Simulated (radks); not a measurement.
Values are calculated unless marked as measured or tabulated.
The nuclear charge of neutral helium is varied continuously with 2 electrons held in [He]. Code: a radial shooting solver on a logarithmic mesh with Libxc functionals. Model: scalar-relativistic Kohn-Sham, PBE, spin-polarised, spherical densities, point nucleus. By the Hellmann-Feynman theorem dE/dZ = E(electron-nucleus)/Z, the electronic potential at the nucleus. The scalar-relativistic energy here is not variational (the density holds large components alone), so the two differ by a part that grows with Z.

Z = 1.8: E (hartree) -2.26002; E(electron-nucleus)/Z (hartree) -2.96550; HOMO 1s; e(HOMO) (eV) -10.101; <r> HOMO (bohr) 1.084
Z = 1.9: E (hartree) -2.56656; E(electron-nucleus)/Z (hartree) -3.16524; HOMO 1s; e(HOMO) (eV) -12.796; <r> HOMO (bohr) 1.010
Z = 2: E (hartree) -2.89307; E(electron-nucleus)/Z (hartree) -3.36502; HOMO 1s; e(HOMO) (eV) -15.764; <r> HOMO (bohr) 0.9458
Z = 2.1: E (hartree) -3.23957; E(electron-nucleus)/Z (hartree) -3.56483; HOMO 1s; e(HOMO) (eV) -19.004; <r> HOMO (bohr) 0.8892
Z = 2.2: E (hartree) -3.60604; E(electron-nucleus)/Z (hartree) -3.76467; HOMO 1s; e(HOMO) (eV) -22.516; <r> HOMO (bohr) 0.8391
Z = 2.3: E (hartree) -3.99251; E(electron-nucleus)/Z (hartree) -3.96455; HOMO 1s; e(HOMO) (eV) -26.301; <r> HOMO (bohr) 0.7944
Z = 2.4: E (hartree) -4.39896; E(electron-nucleus)/Z (hartree) -4.16444; HOMO 1s; e(HOMO) (eV) -30.358; <r> HOMO (bohr) 0.7542
Z = 2.5: E (hartree) -4.82540; E(electron-nucleus)/Z (hartree) -4.36436; HOMO 1s; e(HOMO) (eV) -34.687; <r> HOMO (bohr) 0.7179
Z = 2.6: E (hartree) -5.27184; E(electron-nucleus)/Z (hartree) -4.56431; HOMO 1s; e(HOMO) (eV) -39.288; <r> HOMO (bohr) 0.6850
Z = 2.7: E (hartree) -5.73827; E(electron-nucleus)/Z (hartree) -4.76427; HOMO 1s; e(HOMO) (eV) -44.162; <r> HOMO (bohr) 0.6550
Z = 2.8: E (hartree) -6.22470; E(electron-nucleus)/Z (hartree) -4.96426; HOMO 1s; e(HOMO) (eV) -49.307; <r> HOMO (bohr) 0.6275
Z = 2.9: E (hartree) -6.73113; E(electron-nucleus)/Z (hartree) -5.16426; HOMO 1s; e(HOMO) (eV) -54.725; <r> HOMO (bohr) 0.6022
Z = 3: E (hartree) -7.25756; E(electron-nucleus)/Z (hartree) -5.36429; HOMO 1s; e(HOMO) (eV) -60.415; <r> HOMO (bohr) 0.5789

The central difference of E at Z = 2 is -3.365 hartree, to compare with the third column; the second derivative is -2 hartree.
